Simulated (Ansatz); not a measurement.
CH3BeF (SMILES [CH3][Be][F]) moved off its minimum; all values from Ansatz (a program for electronic structure), cores frozen in correlated methods.
(charge 0, multiplicity 1)
```xyz
6

Be    -0.0517     0.1533    -0.0896
F     -0.3463     1.1248    -1.0002
C      0.3785    -1.1196     0.9319
H      0.4538    -2.0232     0.4819
H     -0.3933    -1.1852     1.7725
H      1.3053    -0.8728     1.4730
```

Forces at MP2/aug-cc-pVTZ (eV/Å):

```tsv
atom	Fx	Fy	Fz
Be1	0.243	-0.627	0.274
F2	-0.211	0.602	-0.431
C3	-1.059	3.170	2.969
H4	0.298	-2.873	-1.353
H5	0.838	-0.071	-1.138
H6	-0.109	-0.202	-0.323
```

Give the forces (eV/Å), the total energy and the dipole at CCSD(T)/aug-cc-pVTZ.


```csv
atom,Fx,Fy,Fz
Be1,0.212,-0.528,0.184
F2,-0.188,0.526,-0.359
C3,-1.066,3.217,2.840
H4,0.306,-2.955,-1.389
H5,0.733,-0.083,-1.020
H6,0.003,-0.176,-0.256
```
Energy -154.3615 hartree, dipole 1.18 D.
